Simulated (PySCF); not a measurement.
## MC for M along group 11

PBE0 with triple-zeta basis sets in PySCF, for the lowest determinant that a PBE0 search found; no spin–orbit coupling. De refers to high-spin ground-configuration atoms. A positive dipole means M(−)C(+).

```
 M         basis  state (unpaired electrons)  Re (Å)  ωe (cm⁻¹)  De (eV)  μ (D)
Cu    def2-TZVPP         quartet (σ ↑, π ↑↑)   1.809        593     2.26  -3.80
Ag  x2c-TZVPPall         quartet (σ ↑, π ↑↑)   2.018        488     1.75  -4.02
Au    def2-TZVPP               doublet (π ↑)   1.860        690     2.82  -1.89
```

The shortest bond is that of CuC (1.809 Å), the longest that of AgC (2.018 Å). AuC is bound most strongly (2.82 eV) and AgC least (1.75 eV).

The rows differ in basis set, which adds steps of its own.

The state changes along the series, so neighbouring rows are not always alike in their bonding.

These are scalar-relativistic numbers at best; spin–orbit coupling would shift them, the dissociation energy most. The state is the lowest single determinant that the PBE0 search found; with open d or f shells the true ground state can be another one.
